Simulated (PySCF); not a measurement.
## Electron correlation in S²⁺ (sulfur, charge +2)

[Ne] 3s2 3p2, high-spin 3P determinant. Computed with PySCF 2.14 in Sapporo-DZP-2012, with scalar relativity by spin-free X2C-1e. Frozen: [Ne]; 4 electrons correlated.

MP2 pair energies summed by pair of shells (mhartree):

| pair | energy | share (%) |
| --- | --- | --- |
| 3s-3p | -32.56 | 61.5 |
| 3s-3s | -14.55 | 27.5 |
| 3p-3p | -5.79 | 10.9 |

Total MP2 correlation energy: -52.91 mhartree.

Same-spin part -8.64 and opposite-spin part -44.27 mhartree; SCS-MP2 scales them by 1/3 and 6/5 to -56.01 mhartree.

| level | correlation energy (mhartree) |
| --- | --- |
| CCSD | -76.08 |
| (T) | -0.90 |
| CCSD(T) | -76.98 |

Diagnostics: T1 = 0.0079, D1 = 0.0221, largest double amplitude 0.107.

Cost of the coupled-cluster step: 0.13 s of wall time on 1 thread of Intel(R) Xeon(R) Platinum 8559C (shared host), for 4 correlated electrons.
